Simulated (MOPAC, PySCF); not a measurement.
F3Ga, SMILES `[Ga]([F])([F])[F]`, neutral singlet in the gas phase. 

Z-matrix (Å, degrees):
```
Ga
F 1 1.7337
F 1 1.7337 2 120.00
F 1 1.7337 2 120.00 3 -180.00
```
Charge 0, multiplicity 1.

All levels are single points at this geometry (B3LYP-D3(BJ)/def2-TZVP); Pople sets use spherical d functions. Orbital energies aren't observables, and empty levels follow the basis.

B3LYP-D3(BJ)/def2-TZVP in PySCF gives HOMO (eV) = -11.46.

**Question.** Estimate the HOMO (eV) from each of these levels: PBE-D3(BJ)/def2-TZVP in PySCF; B3LYP/6-311+G** (LANL2DZ on Ga) in PySCF; B3LYP/6-31G* in PySCF; BP86/6-31G* in PySCF; M06-2X/6-31G* in PySCF; PBE/6-31G* in PySCF; SVWN5/6-31G* in PySCF; HF/6-31G* in PySCF; HF/STO-3G in PySCF; PM3 in MOPAC; PM6 in MOPAC; PM7 in MOPAC.

**Answer.** 
| level | HOMO (eV) |
|---|---|
| PBE-D3(BJ)/def2-TZVP in PySCF | -9.65 |
| B3LYP/6-311+G** (LANL2DZ on Ga) in PySCF | -11.64 |
| B3LYP/6-31G* in PySCF | -10.94 |
| BP86/6-31G* in PySCF | -9.27 |
| M06-2X/6-31G* in PySCF | -13.45 |
| PBE/6-31G* in PySCF | -9.13 |
| SVWN5/6-31G* in PySCF | -9.39 |
| HF/6-31G* in PySCF | -16.89 |
| HF/STO-3G in PySCF | -8.54 |
| PM3 in MOPAC | -15.33 |
| PM6 in MOPAC | -14.49 |
| PM7 in MOPAC | -14.48 |
